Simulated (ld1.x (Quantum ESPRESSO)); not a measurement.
# P, ultrasoft: configuration errors across variants

```json
{
 "Element": "P",
 "Generator": "ld1.x (Quantum ESPRESSO) 7.5",
 "Type": "ultrasoft",
 "Functional": "PW91",
 "Relativity": "scalar-relativistic",
 "Frozen core": "[Ne]",
 "Valence charge": "5",
 "Reference configuration": "3s2 3p3",
 "Partial waves": "3s (bound): rcut 1.30, rcutus 1.75 bohr; 3s channel at -0.65 Ry: rcut 1.30, rcutus 1.75 bohr; 3p (bound): rcut 1.60, rcutus 1.75 bohr; 3p channel at 0.05 Ry: rcut 1.60, rcutus 1.75 bohr; 3d channel at 0.35 Ry: rc 1.75 bohr",
 "Local potential": "the d channel",
 "Core correction": "Bessel-smoothed model core inside 1.05 bohr",
 "Augmentation charge": "built from norm-conserving waves at rcut, not smoothed further"
}
```

All-electron excitation energies from the reference (eV): (1) 3s2 3p2 9.776; (2) 3s2 3p1 28.983; (3) 3s2 3p0 58.804; (4) 3s1 3p0 110.898; (5) 3s1 3p4 8.540; (6) 3s1 3p3 18.901; (7) 3s2 3p3.3 -1.319.

1 further variants failed, have other tests or too few solved ones, and are left out.

A true bound ghost makes a file unfit for plane-wave use even where its test errors are small: the radial tests pick states by their node count and pass the ghost by.

Errors AE − PS in meV (a dash: test not solved or not reliable):

| change | (1) | (2) | (3) | (4) | (5) | (6) | (7) | bound ghosts |
| --- | --- | --- | --- | --- | --- | --- | --- | --- |
| base | +0.7 | +9.9 | +45 | +110 | -2.2 | -1.5 | +0.1 | none |
| waves 3p (bound): rcut 1.26, rcutus 1.34 bohr; 3p channel at 0.05 Ry: rcut 1.26, rcutus 1.34 bohr | +0.3 | +5.6 | +27 | +67 | -0.1 | -0.2 | +0.1 | p |
| waves 3p (bound): rcut 1.48, rcutus 1.56 bohr; 3p channel at 0.05 Ry: rcut 1.48, rcutus 1.56 bohr | +0.5 | +8.5 | +40 | +97 | -1.5 | -1.1 | +0.1 | none |
| waves 3p (bound): rcut 1.58, rcutus 1.68 bohr; 3p channel at 0.05 Ry: rcut 1.58, rcutus 1.68 bohr | +0.7 | +9.9 | +45 | +110 | -2.2 | -1.5 | +0.1 | none |
| waves 3p (bound): rcut 1.60, rcutus 2.10 bohr; 3p channel at 0.05 Ry: rcut 1.60, rcutus 2.10 bohr | +0.7 | +10 | +45 | +110 | -2.0 | -1.2 | +0.1 | none |
| waves 3p (bound): rcut 1.60, rcutus 2.30 bohr; 3p channel at 0.05 Ry: rcut 1.60, rcutus 2.30 bohr | +0.7 | +10 | +45 | +110 | -2.0 | -1.1 | +0.1 | none |
| waves 3p (bound): rcut 1.60, rcutus 2.42 bohr; 3p channel at 0.05 Ry: rcut 1.60, rcutus 2.42 bohr | +0.7 | +10 | +45 | +110 | -2.0 | -1.1 | +0.1 | none |
| waves 3p (bound): rcut 1.60, rcutus 2.60 bohr; 3p channel at 0.05 Ry: rcut 1.60, rcutus 2.60 bohr | +0.7 | +10 | +45 | +110 | -2.0 | -1.2 | +0.1 | none |

(1) Give the same row for: waves 3p (bound): rcut 1.60, rcutus 1.92 bohr; 3p channel at 0.05 Ry: rcut 1.60, rcutus 1.92 bohr.

## Answers

(1) +0.7, +10.0, +45, +110, -2.1, -1.4, +0.1; bound ghosts: none.
